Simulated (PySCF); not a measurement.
# Electron correlation in Rh⁺ (rhodium, charge +1)

[Kr] 4d7 5s1, high-spin 5F determinant (an excited configuration). Calculation: PySCF 2.14, in ANO-RCC-VTZP; scalar relativity by spin-free X2C-1e. Frozen: [Ar] 3d10; 16 electrons correlated.

| level | correlation energy (mhartree) |
| --- | --- |
| CCSD | -486.59 |
| (T) | -12.27 |
| CCSD(T) | -498.86 |

Diagnostics: T1 = 0.0088, D1 = 0.0350, largest double amplitude 0.022.

Cost of the coupled-cluster step: roughly 12 core-seconds, for 16 correlated electrons.

Iterations:

```
CC2 = 0
CCSD nocc = (np.int64(10), np.int64(6)), nmo = (54, 54)
frozen orbitals [[0, 1, 2, 3, 4, 5, 6, 7, 8, 9, 10, 11, 12, 13], [0, 1, 2, 3, 4, 5, 6, 7, 8, 9, 10, 11, 12, 13]]
max_cycle = 100
direct = 0
conv_tol = 1e-08
conv_tol_normt = 1e-06
diis_space = 8
diis_start_cycle = 0
Init t2, MP2 energy = -0.486335058283902
Init E_corr(UCCSD) = -0.486335058285315
cycle = 1  E_corr(UCCSD) = -0.47843809657714  dE = 0.00789696171  norm(t1,t2) = 0.0522477
cycle = 2  E_corr(UCCSD) = -0.486033716069165  dE = -0.00759561949  norm(t1,t2) = 0.011834
cycle = 3  E_corr(UCCSD) = -0.486166626887615  dE = -0.000132910818  norm(t1,t2) = 0.00509381
cycle = 4  E_corr(UCCSD) = -0.486617476010275  dE = -0.000450849123  norm(t1,t2) = 0.00170429
cycle = 5  E_corr(UCCSD) = -0.486602013353184  dE = 1.54626571e-05  norm(t1,t2) = 0.000273711
cycle = 6  E_corr(UCCSD) = -0.48658151101337  dE = 2.05023398e-05  norm(t1,t2) = 9.05078e-05
cycle = 7  E_corr(UCCSD) = -0.486587647919428  dE = -6.13690606e-06  norm(t1,t2) = 2.47723e-05
cycle = 8  E_corr(UCCSD) = -0.486587541576465  dE = 1.06342963e-07  norm(t1,t2) = 3.90334e-06
cycle = 9  E_corr(UCCSD) = -0.486587381818741  dE = 1.59757724e-07  norm(t1,t2) = 9.95269e-07
cycle = 10  E_corr(UCCSD) = -0.486587408320824  dE = -2.65020834e-08  norm(t1,t2) = 2.11088e-07
cycle = 11  E_corr(UCCSD) = -0.486587408547181  dE = -2.26356434e-10  norm(t1,t2) = 4.84095e-08
UCCSD converged
E(UCCSD) = -4781.247378295683  E_corr = -0.4865874085471806
UCCSD(T) correction = -0.0122715603506572
```
